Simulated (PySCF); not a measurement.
B3LYP has the VWN-RPA correlation part, as in Gaussian. Excitations are Tamm–Dancoff values on a coarser integration grid. The basis has no diffuse functions, so Rydberg states are missing or too high.

Cartesian coordinates (Å):
SMILES: NS
```xyz
5

N     -0.5340     0.0891    -0.2204
S      0.9182    -0.2212     0.6460
H     -1.1293    -0.7278    -0.2309
H     -1.0308     0.8742     0.1777
H      1.7759    -0.0142    -0.3724
```
Charge 0, spin multiplicity 1.

**Question.** What is the computed LUMO, HOMO, HOMO–LUMO gap, S1 oscillator strength, T1 excitation (TDA), S1–T1 gap (TDA), S1 excitation (TDA) and total energy (PySCF 2.14.0 with B3LYP-D3(BJ)/def2-TZVP)?

**Answer.** 
The LUMO comes out as -0.25 eV and the HOMO is -6.77 eV. The HOMO–LUMO gap is 6.52 eV, the S1 oscillator strength comes out as 0.001 and the T1 excitation (TDA) is 4.52 eV. The S1–T1 gap (TDA) comes out as 0.67 eV, the S1 excitation (TDA) is 5.19 eV and the total energy comes out as -12375.45 eV.
